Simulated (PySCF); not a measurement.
BF₂H₂N, SMILES NB(F)F. Atoms are numbered in the order given.

```xyz
6

B      0.0000     0.0000     0.0380
F      0.0000     1.1398     0.7291
F      0.0000    -1.1398     0.7291
N      0.0000     0.0000    -1.3585
H      0.0000    -0.8532    -1.9018
H      0.0000     0.8532    -1.9018
```

The structure is a stationary point at B3LYP-D3(BJ)/def2-SVP. Other conformers were not sampled.

These are CAM-B3LYP/def2-TZVPD run with PySCF values and carry that method's errors.

Symmetry labels are those of the subgroup C2v that the program uses (full group C2v).

### Question
List the valence orbital energies around the gap with their symmetry. (Estimate from the structure and the level; the computed values follow.)

### Answer

| orbital | symmetry | energy (eV) |
|---|---|---|
| HOMO−7 | B2 | -16.98 |
| HOMO−6 | A1 | -16.39 |
| HOMO−5 | B2 | -15.39 |
| HOMO−4 | B1 | -15.25 |
| HOMO−3 | A2 | -13.69 |
| HOMO−2 | A1 | -13.49 |
| HOMO−1 | B2 | -13.20 |
| HOMO | B1 | -10.19 |
| LUMO | A1 | 0.32 |
| LUMO+1 | A1 | 1.66 |
| LUMO+2 | B2 | 1.97 |
| LUMO+3 | B1 | 2.64 |
